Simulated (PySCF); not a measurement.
Members of one series of related molecules.

All values: PBE0/def2-SVPD (PySCF) at PBE0-D3(BJ)/def2-SVP geometries, gas phase, one conformer each. Core orbitals are frozen in the response; Δα² is half the sum of the squared differences of the principal polarisabilities.

(1) Rank by dipole moment, lowest first.
A. `[CH3:1][BH:2][CH2:3][SiH3:4]` with C1–B2–C3–Si4 -91°
B. `[CH3:1][BH:2][O:3][CH:4]([F:5])[F:6]` with C1–B2–O3–C4 180°, B2–O3–C4–F5 62°
C. `[CH3:1][BH:2][CH2:3][C:4]([F:5])([F:6])[F:7]` with C1–B2–C3–C4 -175°
D. `[CH3:1][BH:2][C:3]([F:4])=[C:5]([F:6])[F:7]` with C1–B2–C3–F4 1°

(2) Rank by HOMO–LUMO gap, lowest first.
A. `CBOC(F)F`
B. `CBCC(F)(F)F`
C. `CBn1cccc1`
D. `CBC(F)=C(F)F`
E. `C([SiH3])BC`

(3) Rank by polarisability anisotropy Δα, lowest first.
A. `[CH3:1][BH:2][C:3]([F:4])=[C:5]([F:6])[F:7]` with C1–B2–C3–F4 1°
B. `[CH3:1][BH:2][CH2:3][SiH3:4]` with C1–B2–C3–Si4 -91°
C. `[CH3:1][BH:2][n:3]1[cH:4][cH:5][cH:6][cH:7]1` with C1–B2–N3–C4 -178°
D. `[CH3:1][BH:2][CH2:3][C:4]([F:5])([F:6])[F:7]` with C1–B2–C3–C4 -175°

## Answers

(1) A (0.70 D), D (0.87 D), B (1.31 D), C (2.97 D).

(2) C (5.42 eV), D (5.90 eV), E (7.73 eV), B (8.05 eV), A (8.47 eV).

(3) D (2.07 Å³), B (2.67 Å³), A (5.28 Å³), C (6.82 Å³).

All values together:

| SMILES | formula | μ (D) | HOMO (eV) | LUMO (eV) | α (Å³) | Δα (Å³) | electrons | α per electron (Å³) | ΔSCF removal energy (eV) |
| --- | --- | --- | --- | --- | --- | --- | --- | --- | --- |
| CBC(F)=C(F)F | C3H4BF3 | 0.87 | -7.88 | -1.98 | 8.42 | 5.28 | 54 | 0.156 | 10.16 |
| CBCC(F)(F)F | C3H6BF3 | 2.97 | -9.32 | -1.27 | 8.02 | 2.07 | 56 | 0.143 | 11.63 |
| CBC[SiH3] | C2H9BSi | 0.70 | -8.63 | -0.89 | 10.24 | 2.67 | 40 | 0.256 | 10.62 |
| CBOC(F)F | C2H5BF2O | 1.31 | -9.06 | -0.59 | 6.77 | 1.99 | 48 | 0.141 | 11.40 |
| CBn1cccc1 | C5H8BN | 0.62 | -6.45 | -1.03 | 11.85 | 6.82 | 50 | 0.237 | 8.40 |

Conformers: `[CH3:1][BH:2][C:3]([F:4])=[C:5]([F:6])[F:7]` with C1–B2–C3–F4 1°; `[CH3:1][BH:2][CH2:3][C:4]([F:5])([F:6])[F:7]` with C1–B2–C3–C4 -175°; `[CH3:1][BH:2][CH2:3][SiH3:4]` with C1–B2–C3–Si4 -91°; `[CH3:1][BH:2][O:3][CH:4]([F:5])[F:6]` with C1–B2–O3–C4 180°, B2–O3–C4–F5 62°; `[CH3:1][BH:2][n:3]1[cH:4][cH:5][cH:6][cH:7]1` with C1–B2–N3–C4 -178°.

Question: By how much does the ΔSCF value exceed −ε(HOMO) over the species that have both?

Answer: By 1.95 to 2.34 eV, 2.18 eV on average, over 5 species.
